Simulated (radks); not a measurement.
Valence configurations of the cobalt ion Co3+ (all share [Ar]). All-electron calculation, Dirac Kohn-Sham, PBE, spin-unpolarised, spherical densities, finite nucleus; open shells fill j = l - 1/2 first; Fermi nuclear charge, rms radius 3.7875 fm. Program: a radial shooting solver on a logarithmic mesh with Libxc functionals. Energies are relative to 3d6; eigenvalues in eV.

valence          E (eV)  e(3d3/2)  e(3d5/2)  e(4p1/2)  e(4s1/2)
3d6               0.000   -45.258   -45.037         -         -
3d5.5 4s0.5       6.904   -49.003   -48.772         -   -33.740
3d5.5 4p0.5      10.721   -49.590   -49.359   -26.442         -
3d5 4s1          15.062   -52.941   -52.701         -   -35.077
3d5 4s0.5 4p0.5  18.998   -53.516   -53.275   -27.525   -35.412
3d5 4p1          22.948   -54.086   -53.844   -27.830         -
3d4.5 4s0.5 4p1  32.680   -58.176   -57.925   -28.920   -37.072
3d4 4s2          35.460   -61.338         -         -   -37.791
3d4 4s1 4p1      43.829   -62.431         -   -30.004   -38.397
3d4 4p2          52.245   -63.503         -   -30.545         -

NIST lists [Ar] 3d6 as the ground configuration; this level of theory agrees among the configurations tried. The energies are those of spherical spin-averaged densities, not of single terms.
